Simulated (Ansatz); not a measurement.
Input for Ansatz (an electronic-structure program): R-RI-MP2/aug-cc-pVQZ on CH3Br (SMILES CBr) with ghost functions. Files ending in .json are basis or fitting sets from the Basis Set Exchange. The run froze 15 orbitals, filled d shells among them.

Ansatz 0.2 input:
```yaml
crystal:
  periodic: [false, false, false]
  atoms:
    - {symbol: C, position_ang: [0.01681935, -1.46079453, 2.85770033]}
    - {symbol: Br, position_ang: [-0.86776384, 0.27475873, 3.11970748]}
    - {symbol: H, position_ang: [0.88117955, -1.48064499, 3.51155697]}
    - {symbol: H, position_ang: [0.29923034, -1.51220679, 1.81190581]}
    - {symbol: H, position_ang: [-0.70049634, -2.22837417, 3.12497076]}
basis:
  gaussian:
    orbitals: aug-cc-pVQZ
    fitting: {mean_field: def2-universal-JKFIT, correlation: aug-cc-pVQZ-RIFIT.json}
    ghost_atoms:
      - {symbol: O, position_ang: [0.34622330, 0.03161449, -0.11398864]}
      - {symbol: H, position_ang: [-0.02326593, 0.55664892, 0.60845326]}
      - {symbol: H, position_ang: [-0.32053056, 0.05273740, -0.80785887]}
magnetization: {spin_polarized: false}
correlation: {method: mp2, electrons: outside_noble_gas}
scf: {lower_state_search: off}
```

The log:

```
WARN ansatz: RAYON_NUM_THREADS=1 ignored (pool sized by the plan → 1); use --threads N
Functional definition: HF
these checks for a lower state are left out or cut short: stability, starts, cluster_reference, orbital_swaps, neighbouring_geometries, increment
integrals: 0.91 GiB planned
508 factors; integrals over basis functions are off by at most 3.8e0 eV
mean field: 1.35 GiB planned
mean field evaluation 1: about -71078.0547 eV, gradient 1.6e1 eV
mean field evaluation 2: about -71078.7122 eV, gradient 5.3e0 eV
mean field evaluation 4: about -71078.8004 eV, gradient 4.5e-1 eV
mean field -71078.80267606 eV, -2612.0978194022 hartree, gradient 1.7e-6 eV, S^2 0.000000; 0 other end points of the search recorded, 0 dependent functions left out
15 core orbitals not correlated
998 factors; their error is unknown
reference -71078.80267606 eV, -2612.0978194022 hartree; 7, 7 occupied and 461, 461 virtual orbitals, 998 factors
second order -10.28376523 eV of doubles, -0.00000000 eV of singles
Total energy: -71089.08644128 eV, -2612.4757408037 hartree
Checks for a lower state left out: stability, starts, cluster_reference, orbital_swaps, neighbouring_geometries, increment
```

The run converged.

Cost: around 13 core-seconds (rough).
